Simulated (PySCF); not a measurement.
B3LYP has the VWN-RPA correlation part, as in Gaussian. 

```xyz
17

C      2.0132    -0.1800    -0.8485
C      1.2286     0.9830    -0.2271
Si     0.0382     0.4542     1.1232
Br     1.2262    -0.3967     2.8353
Br    -1.0678     2.2801     1.8373
C     -1.2160    -0.8333     0.5853
C     -2.0624    -0.4046    -0.6205
H      1.3428    -0.9160    -1.3215
H      2.6059    -0.7125    -0.0884
H      2.7083     0.1773    -1.6247
H      0.6303     1.5114    -0.9903
H      1.9090     1.7358     0.2040
H     -0.6509    -1.7564     0.3661
H     -1.8524    -1.0631     1.4558
H     -2.6222     0.5193    -0.4066
H     -1.4380    -0.2156    -1.5089
H     -2.7929    -1.1829    -0.8922
```

Charge 0, multiplicity 1.

### Question
Give the Mulliken and meta-Löwdin atomic charges from B3LYP-D3(BJ)/def2-TZVP // B3LYP-D3(BJ)/def2-SVP (PySCF).

### Answer

```csv
atom,Mulliken (e),meta-Löwdin (e)
C1,-0.36,-0.32
C2,-0.27,-0.44
Si3,0.53,0.92
Br4,-0.24,-0.29
Br5,-0.24,-0.29
C6,-0.27,-0.44
C7,-0.36,-0.32
H8,0.11,0.10
H9,0.13,0.11
H10,0.12,0.11
H11,0.12,0.12
H12,0.12,0.13
H13,0.12,0.12
H14,0.12,0.13
H15,0.13,0.11
H16,0.11,0.10
H17,0.12,0.11
```
